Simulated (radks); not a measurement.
The numbers below are computed, except where a source is named.
Ionisation of neutral dysprosium, [Xe] 4f10 6s2, to [Xe] 4f10 6s1 as the strength of local exchange is varied. Level of theory: Dirac Kohn-Sham, Slater X-alpha exchange (alpha = 2/3 is LDA exchange), no correlation, spin-unpolarised, spherical densities, finite nucleus; open shells fill j = l - 1/2 first; Fermi nuclear charge, rms radius 5.2218 fm (a radial shooting solver on a logarithmic mesh with Libxc functionals).

alpha	E(Dy) (hartree)	exchange (hartree)	IE (eV)	-e of the level emptied (eV)	<r> of it (bohr)
0.667	-12152.7850	-249.8689	5.583	3.076 (6s1/2)	4.177
0.67	-12153.9089	-251.0183	5.597	3.088 (6s1/2)	4.173
0.747	-12182.7948	-280.5949	5.964	3.422 (6s1/2)	4.087
0.884	-12234.3741	-333.5776	6.657	4.061 (6s1/2)	3.938
0.992	-12275.2007	-375.6682	7.235	4.602 (6s1/2)	3.827

NIST Atomic Spectra Database: 5.939 eV (measured). The Delta-SCF value meets it near alpha = 0.74. Spin polarisation and multiplet splitting are left out, so open shells lie too high by an amount that depends on their filling.

Beside tabulated values, note that spin-unpolarised runs miss the spin-polarisation part of the exchange energy of open shells.
